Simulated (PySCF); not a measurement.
Problem. Give a PBE0-D3(BJ)/def2-SVP geometry of `CC1=CC([SiH3])=NN=N1`.

Solution. 
```xyz
15
C4H7N3Si angstrom
C     -2.6303    0.1537    0.5173
C     -1.2910   -0.3566    0.0997
C     -0.1307    0.4161    0.1521
C      1.0403   -0.2057   -0.2593
Si     2.7640    0.5830   -0.2926
N      1.0182   -1.4853   -0.6783
N     -0.0996   -2.1578   -0.7077
N     -1.2343   -1.6214   -0.3333
H     -2.6653    0.2895    1.6098
H     -3.4027   -0.5703    0.2303
H     -2.8460    1.1292    0.0567
H     -0.1467    1.4540    0.4960
H      3.6503   -0.1420    0.6612
H      2.6349    2.0124    0.1234
H      3.3159    0.5009   -1.6734
```

Orientation and origin are arbitrary. Atoms count from 1 in this order. N6 (pyridine-type nitrogen) is bent (angle 120.7°). The C–C distances run from 1.388 Å (C3–C4, aromatic) to 1.493 Å (C1–C2, drawn single), a spread of 0.105 Å. The 8 heavy atoms lie in one plane (0.004 Å rms). The 6-membered ring C2–C3–C4–N6–N7–N8 has internal angles of 116.3° to 121.6°; it is planar, 0.00 Å rms from its mean plane, widest ring torsion 0°.

Bonds between heavy atoms (Å): C1–C2 1.493, C2–C3 1.395, C3–C4 1.388, C4–Si5 1.896, C4–N6 1.347, N6–N7 1.305, N7–N8 1.310, C2–N8 1.338.

Theory: PBE0-D3(BJ)/def2-SVP geometry optimisation, gas phase (PySCF).

Point group: near Cs, missed by 0.37 Å at most; the miss may be what the optimiser left on a soft mode. No PBE0-D3(BJ)/def2-SVP frequencies stand behind this structure, so it isn't proved a minimum.
